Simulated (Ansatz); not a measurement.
Relaxation of a periodic cell of 17 atoms, CuSi16 (host Si, host structure diamond, interstitial Cu), cell charge +1, to a largest force component of 0.03 eV/Å in at most 60 steps.

Level of theory: DFT PBE, scalar-relativistic, plane waves, PAW (Ansatz 0.2.0). Settings: PAW set soft_1, cutoff 420 eV, k mesh 2x2x2, gaussian smearing 0.05 eV, no spin polarisation.

```xyz
17
Lattice="0.0000 5.4300 5.4300 5.4300 0.0000 5.4300 5.4300 5.4300 0.0000" Properties=species:S:1:pos:R:3:forces:R:3
Si 0.000 0.000 0.000 -0.08 0.02 0.02
Si 1.357 1.357 1.357 0.08 -0.08 -0.08
Si 2.715 2.715 0.000 -0.02 0.08 0.02
Si 4.072 4.072 1.357 0.01 -0.01 -0.07
Si 2.715 0.000 2.715 -0.02 0.02 0.08
Si 4.072 1.357 4.072 0.01 -0.07 -0.01
Si 5.430 2.715 2.715 -0.08 0.08 0.08
Si 6.787 4.072 4.072 0.07 -0.01 -0.01
Si 0.000 2.715 2.715 0.34 -0.34 -0.33
Si 1.357 4.072 4.072 -1.79 -0.23 -0.19
Si 2.715 5.430 2.715 -0.19 0.18 -1.86
Si 4.072 6.787 4.072 0.24 1.83 -0.20
Si 2.715 2.715 5.430 -0.09 -1.59 0.12
Si 4.072 4.072 6.787 0.14 -0.14 1.57
Si 5.430 5.430 5.430 1.63 0.10 0.14
Si 6.787 6.787 6.787 -0.35 0.35 0.36
Cu 3.365 4.785 4.751 0.09 -0.17 0.38
```

Where does it end, and by what steps?

It converged. The force dipped under the threshold on the way, but the program's further checks kept it going. Limits of this set-up: coarse k mesh, charged cell in a uniform background, uncorrected. After 28 steps the energy has fallen by 0.658 eV; Cu17 moved furthest, 0.58 Å. Joined: Si2–Cu17 (3.49 → 2.67 Å).

```tsv
step	energy less start (eV)	largest force component (eV/Å)	accepted
0	0.0000	1.861	yes
1	-0.4739	0.770	yes
2	-0.6015	0.078	yes
3	-0.6053	0.041	yes
4	-0.6062	0.021	yes
5	-0.6066	0.026	yes
6	-0.6103	0.069	yes
7	-0.6178	0.102	yes
8	-0.6308	0.145	yes
9	-0.6479	0.120	yes
10	-0.6416	0.167	no
11	-0.6546	0.053	yes
12	-0.6558	0.017	yes
13	-0.6559	0.006	yes
14	-0.6559	0.005	yes
15	-0.6560	0.008	yes
16	-0.6560	0.021	yes
17	-0.6561	0.011	yes
18	-0.6562	0.008	yes
19	-0.6554	0.054	no
20	-0.6565	0.013	yes
21	-0.6491	0.096	no
22	-0.6567	0.017	yes
23	-0.6549	0.056	no
24	-0.6571	0.019	yes
25	-0.6573	0.039	yes
26	-0.6543	0.120	no
27	-0.6578	0.005	yes
28	-0.6578	0.004	yes
```

```xyz
17
Lattice="0.0000 5.4300 5.4300 5.4300 0.0000 5.4300 5.4300 5.4300 0.0000" Properties=species:S:1:pos:R:3
Si -0.001 -0.068 -0.070
Si 1.513 1.222 1.220
Si 2.777 2.744 -0.052
Si 4.074 4.100 1.358
Si 2.777 -0.050 2.742
Si 4.075 1.360 4.097
Si 5.382 2.776 2.773
Si 6.796 4.099 4.097
Si 0.107 2.537 2.536
Si 1.276 3.969 3.966
Si 2.678 5.436 2.667
Si 4.149 6.843 4.020
Si 2.679 2.669 5.433
Si 4.149 4.021 6.842
Si 5.485 5.466 5.465
Si 6.740 6.870 6.867
Cu 3.009 5.091 5.090
```

Run time: 2.4 min on 1 thread of Arm Neoverse V2, with other jobs on the host, peak memory 0.56 GiB.
